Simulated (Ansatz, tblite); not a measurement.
Removing an electron: Ga₁₀As₉H₂₆⁻, a nanocrystal cut from wurtzite GaAs (hydrogen-capped). Charge -1, multiplicity 1. Geometry: PBE-D4/def2-SVP. Ansatz, gas phase; energy differences of separate SCF runs; the oxidised species was run as a doublet alone.

Cartesian coordinates in Å:
```
Ga -1.9625 -3.3331 -2.1911
As -1.2264 -1.7609 -4.0804
Ga -2.4654 -3.1008 1.7107
As -0.4441 -3.1803 3.2063
As -1.4912 -1.8887 -0.2436
Ga 0.9189 -1.4072 -0.0363
Ga -0.2889 0.5124 -3.6588
As 1.4920 0.0712 -2.0048
Ga 0.6721 -1.1165 4.1140
As 1.3998 -0.0587 1.9719
Ga 3.8239 0.3306 2.2428
Ga 2.4954 2.2767 -1.5236
As 4.2746 1.7223 0.1351
Ga -2.8378 0.1373 -0.4351
As -1.9681 1.6243 -2.2403
As -2.1172 1.3782 1.6232
Ga 0.2641 2.1009 1.9438
Ga -1.3122 3.9440 -1.5459
As 0.7036 3.3163 -0.1907
H -0.9591 -4.5551 -2.2988
H -3.5225 -3.4901 -2.4325
H -0.2309 -2.4380 -5.0247
H -2.3278 -1.5746 -5.1263
H -2.8542 -4.5846 1.3012
H -3.4935 -2.1629 2.4789
H 0.6232 -4.0137 2.5014
H -0.6964 -4.1674 4.3509
H 1.8201 -2.7096 -0.1367
H 0.1563 1.2708 -4.9745
H 2.5705 -0.6603 -2.8066
H 1.9355 -1.5560 4.9690
H -0.5100 -0.2763 4.7650
H 4.6793 -0.9850 2.0211
H 4.1194 1.3479 3.4234
H 3.0230 3.0884 -2.7754
H 5.4270 1.1445 -0.6890
H 4.9696 3.0451 0.4652
H -4.4122 -0.0129 -0.5002
H -3.1659 1.8128 -3.1729
H -2.4388 0.4618 2.7985
H -3.0922 2.5046 1.9653
H 0.4187 3.0452 3.2047
H -0.8571 4.7700 -2.8205
H -2.4221 4.4813 -0.5431
H 1.3095 4.6466 0.2597
```

The xTB rows come from tblite. B3LYP takes the VWN-RPA correlation. Single mean-field runs in def2-TZVP are fitted with def2-universal-jkfit. HOMO above LUMO, or a gap near zero within one spin, warns that the state may not be the lowest or that an electron is smeared out.

```csv
level,−HOMO (eV),vertical IE (eV),−LUMO (eV),HOMO–LUMO gap (eV),remarks
GFN1-xTB,7.87,9.20,4.09,3.78,–
PBE-D4/def2-TZVP,3.12,4.66,-0.49,3.61,gap within one spin near zero (doublet)
B3LYP-D4/def2-TZVP,3.85,5.07,-1.04,4.90,–
```

(1) Estimate the rows for GFN2-xTB, PBE0-D4/def2-TZVP.

## Answers

(1) 
| level | −HOMO (eV) | vertical IE (eV) | −LUMO (eV) | HOMO–LUMO gap (eV) |
| --- | --- | --- | --- | --- |
| GFN2-xTB | 8.04 | 9.38 | 4.24 | 3.80 |
| PBE0-D4/def2-TZVP | 4.03 | 5.08 | -1.19 | 5.22 |

  Raw xTB energy differences between charge states are shifted by several eV; the methods need an empirical correction for them.
